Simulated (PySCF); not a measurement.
## Diatomic cations of I with group 14

MP2 with double-zeta basis sets in PySCF, for the lowest determinant that a PBE0 search found; no spin–orbit coupling. De refers to high-spin ground-configuration atoms (the charge goes to the atom of lower measured ionisation energy or higher electron affinity, which is not always the lowest computed limit).

```csv
M,basis,"reference, frozen orbitals",charged atom,state (unpaired electrons),Re (Å),ωe (cm⁻¹),De (eV)
C,aug-cc-pVDZ/aug-cc-pVDZ-PP,"RHF, 5",I+,singlet (closed shell),1.907,903,4.61
Si,x2c-SVPall,"RHF, 23",Si+,singlet (closed shell),2.328,467,3.88
Ge,def2-SVP,"RHF, 13",Ge+,singlet (closed shell),2.404,315,3.59
Sn,x2c-SVPall,"RHF, 36",Sn+,singlet (closed shell),2.619,248,3.26
Pb,def2-SVP,"RHF, 8",Pb+,singlet (closed shell),2.703,209,n/a
```

The shortest bond is that of CI⁺ (1.907 Å), the longest that of PbI⁺ (2.703 Å).

The rows differ in basis set, which adds steps of its own.

Down a group the atoms grow and get heavier, so bonds lengthen and wavenumbers fall; this series shows no clear exception.

Correlated steps freeze the inner cores (5 to 36 orbitals); shallow outer-core shells are correlated. Correlated levels converge slowly with the basis: in double zeta they bind strong bonds too weakly, by up to about 1 eV, and carry superposition errors of some tenths. Spin–orbit coupling is left out, which matters for elements this heavy, above all for dissociation energies. For an ion De counts to the pair picked by the measured ionisation energies or electron affinities, which need not be the lowest pair at this level. Where the molecule has an RHF reference, its open-shell atoms are computed with UHF.
